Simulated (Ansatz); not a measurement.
Input file for Ansatz (a first-principles code): U-CCSD(T)/6-31G on BCl, a point of a bond scan (R = 6.886 Å).

Ansatz 0.2 input:
```yaml
crystal:
  periodic: [false, false, false]
  atoms:
    - {symbol: B, position_ang: [-0.00000000, -0.00000000, -1.33031220]}
    - {symbol: Cl, position_ang: [0.00000000, 0.00000000, 5.55600980]}
basis:
  gaussian:
    orbitals: 6-31G
correlation: {method: ccsd_t, electrons: outside_noble_gas}
scf: {omitted_lower_state_checks: [cluster_reference]}
magnetization: {spin_polarized: true, initial_magnetization: 0}
```

Program output:

```
WARN ansatz: RAYON_NUM_THREADS=1 ignored (pool sized by the plan → 1); use --threads N
Functional definition: HF
these checks for a lower state are left out or cut short: cluster_reference
integrals: 0.00 GiB planned
266 factors; integrals over basis functions are off by at most 2.4e-4 eV
mean field: 0.05 GiB planned
mean field evaluation 1: about -13164.5194 eV, gradient 1.4e1 eV
mean field evaluation 2: about -13164.5194 eV, gradient 1.4e1 eV
mean field evaluation 4: about -13165.6475 eV, gradient 4.8e0 eV
mean field evaluation 8: about -13165.9112 eV, gradient 8.0e-1 eV
mean field evaluation 16: about -13166.0682 eV, gradient 4.6e-2 eV
mean field evaluation 32: about -13166.0598 eV, gradient 1.3e0 eV
mean field evaluation 64: about -13169.2902 eV, gradient 4.4e-3 eV
mean field evaluation 96: about -13169.2610 eV, gradient 6.3e-3 eV
mean field evaluation 128: about -13169.2874 eV, gradient 3.1e-1 eV
mean field evaluation 160: about -13169.2889 eV, gradient 7.7e-2 eV
mean field evaluation 192: about -13168.0150 eV, gradient 9.9e0 eV
mean field evaluation 224: about -13169.2898 eV, gradient 1.6e-3 eV
mean field evaluation 256: about -13169.2886 eV, gradient 1.1e-2 eV
mean field evaluation 288: about -13169.2892 eV, gradient 2.5e-2 eV
mean field evaluation 320: about -13169.2892 eV, gradient 9.4e-6 eV
mean field evaluation 352: about -13169.2863 eV, gradient 3.1e-1 eV
mean field evaluation 384: about -13165.9579 eV, gradient 1.9e0 eV
mean field -13169.29023621 eV, -483.9624897150 hartree, gradient 2.2e-10 eV, S^2 1.000989; 24 other end points of the search recorded, 0 dependent functions left out
6 core orbitals not correlated
reference -13169.29023621 eV, -483.9624897150 hartree; 5, 5 occupied and 11, 11 virtual orbitals, 266 factors
second order -1.31050962 eV of doubles, -0.00000000 eV of singles
coupled cluster: 0.05 GiB planned
cycle   1  -1.68946076 eV  change   -3.8e-1 eV  update   6.5e-2
cycle   2  -1.96462112 eV  change   -2.8e-1 eV  update   3.2e-2
cycle   3  -1.96920055 eV  change   -4.6e-3 eV  update   4.5e-3
cycle   4  -1.97242646 eV  change   -3.2e-3 eV  update   6.0e-4
cycle   5  -1.97140120 eV  change    1.0e-3 eV  update   1.8e-4
cycle   6  -1.97170524 eV  change   -3.0e-4 eV  update   6.2e-5
cycle   7  -1.97159239 eV  change    1.1e-4 eV  update   3.7e-5
cycle   8  -1.97160347 eV  change   -1.1e-5 eV  update   3.2e-5
cycle   9  -1.97166249 eV  change   -5.9e-5 eV  update   2.8e-5
cycle  10  -1.97161149 eV  change    5.1e-5 eV  update   1.7e-5
cycle  11  -1.97161471 eV  change   -3.2e-6 eV  update   7.7e-6
coupled cluster: 0.05 GiB planned
perturbative correction -0.01682065 eV, -0.0006181476 hartree
Total energy: -13171.27867157 eV, -484.0355633667 hartree
Checks for a lower state left out: cluster_reference
```

The calculation finished and met its thresholds. Its determinant has ⟨S²⟩ = 1.00, a mixture of spin states.

Cost: very roughly 1.9 core-seconds.
